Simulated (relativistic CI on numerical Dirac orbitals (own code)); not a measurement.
# Spin-allowed bands of a d7 ion in an octahedral site, by hand

Problem. Take Δ = 11350 cm⁻¹ and B = 920 cm⁻¹ for a high-spin d7 ion in an octahedral site. Calculate the three spin-allowed bands.

Working.
1. The terms of highest spin are 4F (energy 0) and 4P (15B = 13800 cm⁻¹). Here the F term splits into A2 at +1.2Δ = 13620, T2 at +0.2Δ = 2270 and T1 at −0.6Δ = -6810 cm⁻¹.
2. The two T1 states mix through the element 0.4Δ: H = [[-6810, 4540], [4540, 13800]], with roots ½(H₁₁ + H₂₂) ∓ ½√[(H₂₂ − H₁₁)² + 4H₁₂²] = ½(6990) ∓ ½(22522) = -7766 and 14756 cm⁻¹.
3. The ground term is 4T1 at -7766 cm⁻¹.
4. Bands: 4T2 10036 cm⁻¹ (996 nm), 4A2 21386 cm⁻¹ (468 nm), 4T1(P) 22522 cm⁻¹ (444 nm).

Check. Exact diagonalisation of the whole d7 shell with these parameters gives 4T2 10036, 4A2 21386, 4T1 22522 cm⁻¹. The match is exact, since without spin-orbit coupling no other term has this spin. The ratio of the second band to the first, 2.131, depends on Δ/B = 12.3 alone, which is how a Tanabe-Sugano diagram is read.
